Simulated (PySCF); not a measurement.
## Basis-set dependence of CsF at PBE0

PySCF, UKS reference; singlet, unpaired electrons none; De to Cs + F without counterpoise correction.

| basis | relativity | functions | Re (Å) | ωe (cm⁻¹) | De (eV) | μ (D) |
| --- | --- | --- | --- | --- | --- | --- |
| def2-SVP | scalar-relativistic core potentials | 38 | 2.393 | 376 | 4.63 | -7.69 |
| def2-SVPD | scalar-relativistic core potentials | 50 | 2.445 | 334 | 4.96 | -8.71 |
| def2-TZVP | scalar-relativistic core potentials | 60 | 2.381 | 362 | 4.94 | -7.89 |
| def2-TZVPP | scalar-relativistic core potentials | 67 | 2.354 | 363 | 5.01 | -7.68 |
| x2c-TZVPall | spin-free X2C | 100 | 2.328 | 364 | 5.11 | -7.41 |

Question: How does each smaller set differ from the one with most functions, x2c-TZVPall?

Answer: def2-SVP: +6.5 pm, +3.3 % in ωe, -0.48 eV in De; def2-SVPD: +11.7 pm, -8.2 % in ωe, -0.15 eV in De; def2-TZVP: +5.3 pm, -0.5 % in ωe, -0.17 eV in De; def2-TZVPP: +2.6 pm, -0.3 % in ωe, -0.10 eV in De. All at PBE0; the set with most functions is neither the basis-set limit nor always the best. The rows treat relativity differently, so the differences are not basis effects alone.

A positive dipole means Cs(−)F(+). Measured (Huber and Herzberg, Constants of Diatomic Molecules (1979)): Re = 2.345351 Å, ωe = 352.56 cm⁻¹. These are scalar-relativistic numbers at best; spin–orbit coupling would shift them, the dissociation energy most.
